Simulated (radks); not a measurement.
Results of a calculation; reference values are marked as such.
Q: These are the eigenvalues of the occupied orbitals of an atom or ion with whole-number occupations (eV). Level of theory: scalar-relativistic Kohn-Sham, exchange-only r2SCAN, spin-unpolarised, spherical densities, finite nucleus; meta-GGA in the generalised Kohn-Sham scheme; Fermi nuclear charge, rms radius of each element as measured or else 0.836 A^(1/3) + 0.57 fm (a radial shooting solver on a logarithmic mesh with Libxc functionals).

orbital  eigenvalue
1s        -41887.14
2s        -6763.320
2p        -6048.755
3s        -1470.915
3p        -1243.155
3d        -923.6031
4s        -300.1787
4p        -225.2071
4d        -117.5186
5s         -45.2883
5p         -27.2696
6s          -7.2342
4f          -5.3177

Which element is it, and in what charge state? The configuration may be excited.

A: Z = 59, praseodymium, charge +1: Pr+ in [Xe] 4f3 6s1. The list shows which subshells hold electrons but not how many an open one holds; the 1s level, -1539.3 hartree, gives Z - s = 55.5 by -(Z - s)^2/2, which with screening and relativity narrows Z to a few neighbours, and the depths of the outer levels then fix element, charge and occupations together.
